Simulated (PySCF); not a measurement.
# Static response to an electric field

Species: MgBr2.
Geometry (PBE0-D3(BJ)/def2-SVP, Å), atoms numbered from 1 in this order:
```xyz
3
MgBr2 angstrom
Mg    -0.0134   -0.0077   -0.0003
Br    -0.0176   -0.0262    2.3422
Br     0.0310    0.0339   -2.3420
```

Level: B3LYP/def2-SVPD (PySCF), static field, nuclei fixed, core orbitals frozen in the response. The polarisability tensor in these axes (au):

```
x   57.79  0.01 -0.33
y    0.01 57.79 -0.41
z   -0.33 -0.41 89.70
```

What are the eigenvalues, a third of the trace, and Δα (Δα² = ½Σ(αi − αj)² over the three pairs)?

Principal values 57.78, 57.79 and 89.71 au; mean 68.43 au = 10.14 Å³ = 11.28 × 10⁻⁴⁰ C²·m²/J; Δα = 31.92 au (47 % of the mean).

What is the dipole moment?

0.10 D, although point group D∞h allows none: the geometry misses that symmetry by up to 0.08 Å.

Rayleigh depolarisation ratio (linearly polarised light, static tensor)?

ρ = 3Δα²/(45ᾱ² + 4Δα²) = 3057.2/(210701 + 4076.3) = 0.0142.

Find the Langevin capture rate constant for NH4+ (18.034 u) meeting this molecule (181.822 u), k = 2.342 × 10⁻⁹ cm³/s × √(α in Å³ / reduced mass in u).

The reduced mass is 16.41 u, so k = 1.84 × 10⁻⁹ cm³/s.

Traceless (Buckingham) quadrupole moment about the centre of nuclear charge: eigenvalues?

-14.43, 7.21, 7.22 D·Å. The values depend on the origin, since the dipole doesn't vanish. The electronic extent ⟨r²⟩ about the same centre is 1486 bohr², a root-mean-square distance of 2.25 Å for the 82 electrons.

Sum over states: ᾱ = Σ f/ω², ω in Eh. What share falls to these 10 lowest TDDFT singlets (eV, f)? 4.96, 0.0000; 4.96, 0.0000; 5.17, 0.0618; 5.17, 0.0618; 6.19, 0.1162; 6.39, 0.0000; 6.40, 0.0000; 6.40, 0.0000; 6.53, 0.0001; 6.54, 0.0000.

They add up to 5.68 au, 8.3 % of the 68.43 au; the largest single term is 2.25 au, from the state at 6.19 eV. Terms in order: 0.00, 0.00, 1.72, 1.72, 2.25, 0.00, 0.00, 0.00, 0.00, 0.00 au. Higher excitations give the rest. The strengths listed sum to 0.240.

Estimate the molar refractivity from the static electronic polarisability.

Lorentz–Lorenz: R = (4π/3)N_A α = 2.5225 cm³/(mol·Å³) × 10.14 Å³ = 25.6 cm³/mol, in the limit of long wavelengths.

Geometry: PBE0-D3(BJ)/def2-SVP; no solvent, vibrations or thermal averaging. The calculation is non-relativistic, for bromine too.
